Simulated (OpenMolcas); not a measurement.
Eu3+: moving or changing the point charges

Eu3+ among 12 point charges of -2 e arranged as a cuboctahedron (Oh), 2.56 Å from the ion.

* Program: OpenMolcas 26.06
* Method: CASSCF
* Basis: ANO-RCC-VTZP [8s7p5d3f2g1h]
* Scalar Hamiltonian: DKH2, point nucleus
* Active space: 6 electrons in 7 orbitals (4f)
* State averaging: 2S+1 = 7 even, 7 roots; 2S+1 = 5 even, 77 roots kept (CI in the orbitals of an earlier block); 2S+1 = 3 even, 3 roots kept (CI in the orbitals of an earlier block)
* Spin-orbit coupling: state interaction with AMFI integrals over the reference wave functions

Runs around this geometry, states (labels of O, the rotations of Oh). Energies in cm-1 above the lowest state or level, χT in cm3 K/mol; under a threefold ground state the first gap can be a small split of the lowest multiplet, not the spin-orbit step.

```tsv
R (Å)	Ground state	First state of that spin	First gap with spin-orbit (degeneracies)	χT at 300 K
2.56	7A2	7T2 4.8	373.7 (1, 3)	1.298
2.7	7A2	7T2 3.8	374.4 (1, 3)	1.296
2.97	7T2	7A2 1.3	375.2 (1, 3)	1.293
```

The ground state changes within this set.

High states are left out of the spin-orbit mixing, which shifts the levels that they would mix with. Point charges carry no covalency, so the field is a model and not that of real ligands. No measured value stands beside these numbers.
